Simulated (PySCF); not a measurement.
## Electron correlation in Si⁺ (silicon, charge +1)

[Ne] 3s2 3p1, 2P determinant. Calculation: PySCF 2.14, in jorge-DZP-DKH (7s4p1d, 24 functions); scalar relativity by spin-free X2C-1e. Frozen: [Ne]; 3 electrons correlated.

MP2 pair energies summed by pair of shells (mhartree):

```tsv
pair	energy	share (%)
3s-3s	-20.52	58.0
3s-3p	-14.83	42.0
```

Total MP2 correlation energy: -35.35 mhartree.

Same-spin part -2.29 and opposite-spin part -33.06 mhartree; SCS-MP2 scales them by 1/3 and 6/5 to -40.43 mhartree.

```
  level  correlation energy (mhartree)
   CCSD                         -53.48
    (T)                          -0.67
CCSD(T)                         -54.15
```

Diagnostics: T1 = 0.012, D1 = 0.0274, largest double amplitude 0.108.

Cost of the coupled-cluster step: 0.12 s of wall time on 1 thread of Neoverse-V1 (shared host), for 3 correlated electrons.
